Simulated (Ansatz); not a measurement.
CH4B2FGa. Total charge 0; spin multiplicity 1. The bonds changed during the relaxation, so this is another structure than the one it started from.

Cartesian coordinates in Å:
```
B -0.582 -0.335 -0.339
Ga -0.027 -2.432 -0.063
C -0.004 1.138 0.019
B 0.862 -0.006 0.493
F 1.992 -0.235 1.136
H -0.521 -0.784 -1.479
H -1.525 -0.819 0.281
H -0.546 1.722 0.761
H 0.351 1.750 -0.808
```

(1) List the harmonic frequencies (cm⁻¹, unscaled) at PBE0-D4/def2-TZVP in Ansatz. (An estimate is asked.)

(2) Is this a minimum?

(3) Give the ideal-gas thermochemistry at 298.15 K and 1 bar (rigid rotor, harmonic oscillator; point group Cs, symmetry number 1).

(4) Rotational constants (cm⁻¹)?

Results:

(1) The calculation gave: 78, 115, 251, 303, 379, 458, 585, 617, 799, 849, 870, 908, 1013, 1033, 1122, 1353, 1481, 2370, 2403, 3108, 3178.

(2) Yes, all 21 modes are real.

(3) Zero-point energy 139.2 kJ/mol; H(298) − E = 158.7 kJ/mol; entropy 341.6 J/(mol·K), of which translation 169.2, rotation 114.3, vibration 58.1; G(298) − E = 56.9 kJ/mol. Modes under 100 cm⁻¹ are hindered rotations or soft bends, so the harmonic entropy is rough.

(4) 0.1914, 0.06628, 0.05032.
